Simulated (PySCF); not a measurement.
## ZrCl₄: adding exact exchange

Base calculation in PySCF with density fitting and no spin–orbit coupling, PBE/def2-TZVP (scalar-relativistic core potentials): singlet, Td, Zr–Cl 2.331 Å (×4); wavenumbers 98 (×2), 106 (×3), 369, 420 (×3) cm⁻¹; gap between the highest occupied and lowest empty levels 4.81 eV, polar-tensor charge of Zr 2.10 e, atomisation energy (no zero-point energy) 2029 kJ/mol.

**Question.** What changes on going to PBE0/def2-TZVP (scalar-relativistic core potentials)?

**Answer.** The point group stays the same. Changes: mean bond to Zr -0.014 Å, highest wavenumber +14 cm⁻¹, lowest wavenumber +1 cm⁻¹, gap between the highest occupied and lowest empty levels +2.22 eV, polar-tensor charge of Zr +0.21 e, atomisation energy (no zero-point energy) -57 kJ/mol. The new structure has Zr–Cl 2.317 Å (×4), with wavenumbers 99 (×2), 109 (×3), 384, 434 (×3) cm⁻¹. Exact exchange shortens and stiffens the bonds and opens the gap, the usual pattern.

Only the bonding shown was studied: isomers, or loss of a ligand pair, can lie lower.
